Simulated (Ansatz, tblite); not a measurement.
Removing and adding an electron: VS2 (the lowest doublet isomer of a short search). Total charge 0; doublet. Geometry: PBE0-D4/def2-TZVP. Ansatz, gas phase; energy differences of separate SCF runs; the oxidised species is a singlet (the triplet lies 0.09 eV higher at PBE0-D4/def2-TZVP); the reduced species is a triplet (the singlet lies 1.14 eV higher at PBE0-D4/def2-TZVPD).

```tsv
atom	x (Å)	y (Å)	z (Å)
V1	-0.649	0.090	0.350
S2	0.921	1.348	0.575
S3	-0.272	-1.437	-0.924
```

The xTB rows come from tblite. The structure comes from a short search, and lower isomers may exist.

```tsv
level	−HOMO (eV)	vertical IE (eV)	−LUMO (eV)	vertical EA (eV)	HOMO–LUMO gap (eV)	IE − EA (eV)	remarks
PBE-D4/def2-TZVPD	5.44	–	4.59	2.10	0.84	–	HOMO above zero (-1 triplet)
r2SCAN-D4/def2-TZVPD	6.02	–	4.43	2.32	1.60	–	spin-contaminated (⟨S²⟩ 0.85) (doublet)
PBE0-D4/def2-TZVP	6.84	8.97	3.58	–	3.26	–	restricted SCF unstable in HF (+1 singlet), spin-contaminated (⟨S²⟩ 0.91) (doublet)
PBE0-D4/def2-TZVPD	6.90	–	3.67	2.44	3.24	–	spin-contaminated (⟨S²⟩ 0.91) (doublet)
```

Task: Estimate the rows for GFN1-xTB, GFN2-xTB, PBE-D4/def2-TZVP, r2SCAN-D4/def2-TZVP.

Result: 
| level | −HOMO (eV) | vertical IE (eV) | −LUMO (eV) | vertical EA (eV) | HOMO–LUMO gap (eV) | IE − EA (eV) | remarks |
| --- | --- | --- | --- | --- | --- | --- | --- |
| GFN1-xTB | – | 14.93 | – | 6.23 | – | 8.70 | – |
| GFN2-xTB | – | 13.62 | – | 6.84 | – | 6.78 | – |
| PBE-D4/def2-TZVP | 5.37 | 8.34 | 4.51 | – | 0.86 | – | restricted SCF unstable in HF (+1 singlet) |
| r2SCAN-D4/def2-TZVP | 5.98 | 8.65 | 4.37 | – | 1.61 | – | restricted SCF unstable in HF (+1 singlet), spin-contaminated (⟨S²⟩ 0.85) (doublet) |

Run but left out: HF/def2-TZVPP, MP2/def2-TZVPP, CCSD/def2-TZVPP, CCSD(T)/def2-TZVPP (flagged by the program: large difference).   A HOMO above zero means that the electron is unbound at that level or that self-interaction error raises the level; the energy of removing that electron tells which. HOMO and LUMO are the levels of the spin that leaves or enters (xTB has no such levels and no spin-polarisation term). Other spin states of the ions may lie lower, which would lower the ionisation energy or raise the affinity. Raw xTB energy differences between charge states are shifted by several eV; the methods need an empirical correction for them.
